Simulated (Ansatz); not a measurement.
Ga8As9H24⁺, a nanocrystal cut from zinc blende GaAs (hydrogen-capped). Charge 1, multiplicity 3. Geometry PBE-D4/def2-SVP, that of the charge +1 singlet.

```tsv
atom	x (Å)	y (Å)	z (Å)
Ga1	3.296	-3.888	-0.847
Ga2	1.048	-0.411	-3.198
Ga3	-3.818	-0.012	2.434
Ga4	-2.397	1.607	-1.437
Ga5	-0.358	-1.459	0.309
Ga6	3.144	0.686	0.079
Ga7	-0.064	2.283	1.983
Ga8	1.064	3.781	-1.763
As9	0.860	-3.574	-0.081
As10	-2.318	-1.911	1.801
As11	-1.085	-0.459	-1.787
As12	4.165	-1.542	-0.483
As13	2.115	1.497	-1.988
As14	-4.236	0.951	0.183
As15	-2.119	1.589	3.288
As16	-0.838	3.058	-0.215
As17	1.090	0.157	1.442
H18	3.897	-4.790	0.290
H19	3.171	-4.124	-2.392
H20	0.639	-0.041	-4.667
H21	1.758	-1.752	-2.730
H22	-5.034	-0.378	3.350
H23	-3.092	2.194	-2.717
H24	4.125	1.562	0.941
H25	0.767	3.272	2.876
H26	0.353	4.127	-3.122
H27	2.011	4.675	-0.882
H28	-0.093	-4.365	-0.971
H29	0.607	-4.358	1.204
H30	-3.173	-3.022	1.203
H31	-1.879	-2.638	3.067
H32	-2.057	-1.507	-2.328
H33	4.988	-1.230	-1.728
H34	5.338	-1.678	0.484
H35	3.373	1.763	-2.814
H36	-5.262	0.041	-0.484
H37	-5.157	2.141	0.430
H38	-2.905	2.832	3.690
H39	-1.748	1.125	4.693
H40	-1.667	4.296	0.119
H41	1.491	-0.495	2.764
```

Single mean-field runs in def2-TZVP are fitted with def2-universal-jkfit. At PBE0-D4/def2-TZVP a singlet of charge 1 lies 4.51 eV below the triplet at the same geometry.

Problem. Estimate the α-spin orbital energies around the gap (eV) in Ansatz with PBE-D4/def2-TZVP, PBE0-D4/def2-TZVP.

Solution. 
```json
{"orbital": "HOMO−5", "PBE-D4/def2-TZVP": "-9.29", "PBE0-D4/def2-TZVP": "-10.29"}
{"orbital": "HOMO−4", "PBE-D4/def2-TZVP": "-9.26", "PBE0-D4/def2-TZVP": "-10.18"}
{"orbital": "HOMO−3", "PBE-D4/def2-TZVP": "-9.20", "PBE0-D4/def2-TZVP": "-10.11"}
{"orbital": "HOMO−2", "PBE-D4/def2-TZVP": "-9.12", "PBE0-D4/def2-TZVP": "-10.06"}
{"orbital": "HOMO−1", "PBE-D4/def2-TZVP": "-9.09", "PBE0-D4/def2-TZVP": "-9.98"}
{"orbital": "HOMO", "PBE-D4/def2-TZVP": "-5.04", "PBE0-D4/def2-TZVP": "-5.50"}
{"orbital": "LUMO", "PBE-D4/def2-TZVP": "-4.82", "PBE0-D4/def2-TZVP": "-4.10"}
{"orbital": "LUMO+1", "PBE-D4/def2-TZVP": "-4.78", "PBE0-D4/def2-TZVP": "-4.03"}
{"orbital": "LUMO+2", "PBE-D4/def2-TZVP": "-4.72", "PBE0-D4/def2-TZVP": "-4.01"}
{"orbital": "LUMO+3", "PBE-D4/def2-TZVP": "-4.58", "PBE0-D4/def2-TZVP": "-3.84"}
{"orbital": "LUMO+4", "PBE-D4/def2-TZVP": "-4.52", "PBE0-D4/def2-TZVP": "-3.76"}
{"orbital": "LUMO+5", "PBE-D4/def2-TZVP": "-4.42", "PBE0-D4/def2-TZVP": "-3.73"}
{"orbital": "β HOMO", "PBE-D4/def2-TZVP": "-9.03", "PBE0-D4/def2-TZVP": "-9.84"}
{"orbital": "β LUMO", "PBE-D4/def2-TZVP": "-8.92", "PBE0-D4/def2-TZVP": "-8.89"}
```
